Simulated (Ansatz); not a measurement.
CH4AlB2Cl, SMILES `Cl[B]1B[CH2][AlH]1`, relaxed with RKS PBE-D4/def2-SVP in Ansatz 0.2.0 from a rough embedded geometry. The force threshold is 0.03 eV/Å; the program also tests the step.

The species carries charge 0 and has multiplicity 1.

Start:

```xyz
9

Cl   -2.818   -1.107   -1.002
B    -1.198   -0.443   -0.408
B     0.337   -0.390   -1.106
C     1.085    0.285    0.139
Al   -0.517    0.494    1.277
H     0.796   -0.786   -2.132
H     1.818   -0.346    0.610
H     1.470    1.294   -0.130
H    -0.972    0.999    2.752
```

```json
{"step": "1", "energy (eV)": "-21551.7573", "largest force (eV/Å)": "2.747", "largest move (Å)": "0.000"}
{"step": "2", "energy (eV)": "-21552.1825", "largest force (eV/Å)": "1.223", "largest move (Å)": "0.193"}
{"step": "3", "energy (eV)": "-21552.2886", "largest force (eV/Å)": "0.645", "largest move (Å)": "0.063"}
{"step": "4", "energy (eV)": "-21552.3099", "largest force (eV/Å)": "0.269", "largest move (Å)": "0.026"}
{"step": "5", "energy (eV)": "-21552.3712", "largest force (eV/Å)": "0.648", "largest move (Å)": "0.194"}
{"step": "6", "energy (eV)": "-21552.4594", "largest force (eV/Å)": "1.260", "largest move (Å)": "0.195"}
{"step": "7", "energy (eV)": "-21552.5725", "largest force (eV/Å)": "1.610", "largest move (Å)": "0.195"}
{"step": "8", "energy (eV)": "-21552.7235", "largest force (eV/Å)": "1.416", "largest move (Å)": "0.195"}
{"step": "9", "energy (eV)": "-21552.8719", "largest force (eV/Å)": "0.586", "largest move (Å)": "0.193"}
{"step": "10", "energy (eV)": "-21552.9685", "largest force (eV/Å)": "0.702", "largest move (Å)": "0.200"}
{"step": "11", "energy (eV)": "-21553.0558", "largest force (eV/Å)": "0.548", "largest move (Å)": "0.195"}
{"step": "12", "energy (eV)": "-21553.1047", "largest force (eV/Å)": "0.367", "largest move (Å)": "0.200"}
{"step": "13", "energy (eV)": "-21553.1362", "largest force (eV/Å)": "0.239", "largest move (Å)": "0.089"}
{"step": "14", "energy (eV)": "-21553.1384", "largest force (eV/Å)": "0.088", "largest move (Å)": "0.060"}
{"step": "15", "energy (eV)": "-21553.1408", "largest force (eV/Å)": "0.035", "largest move (Å)": "0.022"}
{"step": "16", "energy (eV)": "-21553.1411", "largest force (eV/Å)": "0.020", "largest move (Å)": "0.005"}
```

End:

```xyz
9

Cl   -2.801   -0.429   -1.612
B    -1.359   -0.327   -0.645
B     0.291   -0.624   -0.805
C     1.083    0.414   -0.035
Al   -0.527    0.232    1.224
H     0.810   -1.691   -1.098
H     2.179    0.455    0.079
H     0.653    1.463    0.101
H    -0.330    0.506    2.791
```

It took 24 s on 2 threads of an INTEL XEON PLATINUM 8581C on a shared host, with 0.17 GiB of host memory at the peak.
